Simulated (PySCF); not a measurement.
C3H3ClF2, SMILES [C@@H]1(Cl)[C@H]([C@H]1F)F.

Geometry optimised at PBE0-D3(BJ)/def2-SVP. The structure was generated by enumeration; whether it is a known compound was not checked.

These are PBE/def2-TZVP (PySCF) values and carry that method's errors.

The molecule is in vacuum.

```
Quantity                                                                                                        Value
---------------------------------------------------------------------------------------------  ----------------------
total energy                                                                                       -775.57423 hartree
point group                                                                                                        Cs
highest occupied level                                                                                       -6.79 eV
lowest empty level                                                                                           -1.18 eV
orbital gap                                                                                                   5.61 eV
dipole moment                                                                                                  1.07 D
quadrupole, principal values (traceless, Buckingham form, about the centre of nuclear charge)  -6.52, -0.15, 6.67 D·Å
mean static polarisability                                                                       47.5 bohr³ (7.04 Å³)
polarisability, principal values                                                               41.1, 42.6, 58.9 bohr³
```
